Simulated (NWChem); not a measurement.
System: C₃H₃F₃; SMILES C=C(F)C(F)F

NWChem input:

```
start job
memory heap 200 mb stack 900 mb global 1100 mb
geometry units angstroms noautoz
  C     -1.346696    -1.108096    -0.223301
  C     -0.080050    -0.721510    -0.174257
  F      0.937125    -1.551479    -0.394835
  C      0.415401     0.660754     0.140759
  F     -0.618893     1.474212     0.417724
  F      1.082899     1.159382    -0.920876
  H     -2.135783    -0.382937    -0.028646
  H     -1.603987    -2.142097    -0.457742
  H      1.107494     0.650935     1.002928
end
basis spherical
  * library def2-svp
end
dft
  xc xwpbe 1.00 cpbe96 1.0 hfexch 1.00
  cam 0.1 cam_alpha 0.0 cam_beta 1.0
  iterations 150
  vectors input atomic output neutral.movecs
end
task dft energy
charge 1
dft
  odft
  mult 2
  vectors input atomic output cation.movecs
end
task dft energy
```

Output (shortened):

```
             Northwest Computational Chemistry Package (NWChem) 7.3.0
             --------------------------------------------------------

 C1  symmetry detected

                             Geometry "geometry" -> ""
                             -------------------------

 Output coordinates in angstroms (scale by  1.889725989 to convert to a.u.)

  No.       Tag          Charge          X              Y              Z
 ---- ---------------- ---------- -------------- -------------- --------------
    1 C                    6.0000    -1.31350464    -1.19530100    -0.39271513
    2 C                    6.0000    -0.14215326    -0.74274211     0.03080882
    3 F                    9.0000     0.90791720    -1.53564080     0.23282830
    4 C                    6.0000     0.19289191     0.68373710     0.35984125
    5 F                    9.0000    -0.89158027     1.46392287     0.20681229
    6 F                    9.0000     1.16250413     1.12737097    -0.46737907
    7 H                    1.0000    -2.13756150    -0.49735866    -0.53488132
    8 H                    1.0000    -1.45756202    -2.25657453    -0.60071820
    9 H                    1.0000     0.56214997     0.77889193     1.39763630

 Effective nuclear repulsion energy (a.u.)     245.8161127288

  pbe96 is a nonlocal functional; adding pw91lda local functional.

                                 NWChem DFT Module
                                 -----------------

 Summary of "ao basis" -> "ao basis" (spherical)
 ------------------------------------------------------------------------------
       Tag                 Description            Shells   Functions and Types
 ---------------- ------------------------------  ------  ---------------------
 C                          def2-svp                 6       14   3s2p1d
 F                          def2-svp                 6       14   3s2p1d
 H                          def2-svp                 3        5   2s1p

            General Information
            -------------------
          SCF calculation type: DFT
          Wavefunction type:  closed shell.
          No. of atoms     :     9
          No. of electrons :    48
           Alpha electrons :    24
            Beta electrons :    24
          Charge           :     0
          Spin multiplicity:     1
          Use of symmetry is: off; symmetry adaption is: off
          Maximum number of iterations: 150
          AO basis - number of functions:    99
                     number of shells:    45
          Convergence on energy requested:  1.00D-06
          Convergence on density requested:  1.00D-05
          Convergence on gradient requested:  5.00D-04

              XC Information
              --------------
                     Hartree-Fock (Exact) Exchange  1.000
                     LC-wPBE(h)Exchange Functional  1.000
            Perdew 1991 LDA Correlation Functional  1.000 local
           PerdewBurkeErnz. Correlation Functional  1.000 non-local

           Range-Separation Parameters
           ---------------------------
           Alpha           :  0.00
           Beta            :  1.00
           Gamma           :  0.10
           Short-Range HF  :     F

             Grid Information
             ----------------
          Grid used for XC integration:  medium
          Radial quadrature: Mura-Knowles
          Angular quadrature: Lebedev.
          Tag              B.-S. Rad. Rad. Pts. Rad. Cut. Ang. Pts.
          ---              ---------- --------- --------- ---------
          C                   0.70       49          10.0       434
          F                   0.50       49          11.0       434
          H                   0.35       45          11.0       434
          Grid pruning is: on
          Number of quadrature shells:   429
          Spatial weights used:  Erf1

      Superposition of Atomic Density Guess
      -------------------------------------

 Sum of atomic energies:        -412.24980271

      Non-variational initial energy
      ------------------------------

 Total energy =    -414.671594
 1-e energy   =   -1059.050916
 2-e energy   =     398.563209
 HOMO         =      -0.302485
 LUMO         =       0.033497

   convergence    iter        energy       DeltaE   RMS-Dens  Diis-err
 ---------------- ----- ----------------- --------- --------- ---------
 d= 0,ls=0.0,diis     1   -414.7190482246 -6.61D+02  1.84D-02  1.51D+00
 d= 0,ls=0.0,diis     2   -414.5737784159  1.45D-01  9.99D-03  3.42D+00
 d= 0,ls=0.0,diis     3   -414.8810374906 -3.07D-01  1.61D-03  3.72D-02
 d= 0,ls=0.0,diis     4   -414.8835596464 -2.52D-03  6.94D-04  9.37D-03
 d= 0,ls=0.0,diis     5   -414.8844705033 -9.11D-04  2.34D-04  1.16D-03
  Resetting Diis
 d= 0,ls=0.0,diis     6   -414.8845791871 -1.09D-04  6.14D-05  6.35D-05
 d= 0,ls=0.0,diis     7   -414.8845864775 -7.29D-06  2.30D-05  2.67D-06
 d= 0,ls=0.0,diis     8   -414.8845862743  2.03D-07  1.22D-05  5.28D-06
 d= 0,ls=0.0,diis     9   -414.8845867369 -4.63D-07  1.90D-06  6.76D-08

         Total DFT energy =     -414.884586736911
      One electron energy =    -1061.313923168839
           Coulomb energy =      448.931358053822
    Exchange-Corr. energy =      -48.318134350669
 Nuclear repulsion energy =      245.816112728774

 Numeric. integr. density =       47.999993579869

                       DFT Final Molecular Orbital Analysis
                       ------------------------------------

[...]
```

Level: LC-wPBE (HJS exchange hole, range parameter 0.1 per bohr)/def2-SVP, vertical spin-unrestricted ions. Geometry: optimised at PBE0/def2-SVP.
